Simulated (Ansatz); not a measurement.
Species: H₂Se, SMILES `[SeH2]` with one electron removed (charge 1, multiplicity 2), formula H2Se.

Q: How many basis functions does frozen-core CCSD(T)/cc-pVTZ // PBE0-D4/def2-TZVP in Ansatz (a quantum-chemistry and plane-wave program) use, how many core orbitals are frozen, and how many electrons are correlated?

A: 71 basis functions and 9 frozen orbitals, which leaves 17 correlated electrons (filled d shells below the valence shell are correlated). Core time is of the order of seconds.
